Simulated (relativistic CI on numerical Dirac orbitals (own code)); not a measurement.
**Ru⁺ (4d7) in a crystal field**

Calculated by Dirac-Coulomb-Breit CI, KLI orbitals optimised for each configuration, model QED (radiative potential, 1s self-energy scaled to tabulated hydrogen-like ionisation energies), valence Slater integrals scaled by 0.65, one configuration in a parametric crystal field (own radial code).

Field parameters in Wybourne normalisation: Oh B⁴₀ = 21Dq, B⁴₄ = √(5/14) B⁴₀. The field is a parameter set, without covalency.

S is read from ⟨S²⟩ = S(S + 1).

Levels (cm⁻¹, degeneracy): 0 (4), 10829 (2), 11332 (4), 12272 (2), 12319 (4), 19715 (4), 20465 (2), 20515 (4), 20745 (2), 23530 (4), 24143 (2), 31404 (2).

Task: Which field gives this pattern?
A. Oh, 10Dq = 25750 cm⁻¹
B. Oh, 10Dq = 13000 cm⁻¹
C. Oh, 10Dq = 21500 cm⁻¹
D. Oh, 10Dq = 11050 cm⁻¹

Result: C. Oh, 10Dq = 21500 cm⁻¹, ground level with S = 0.51.
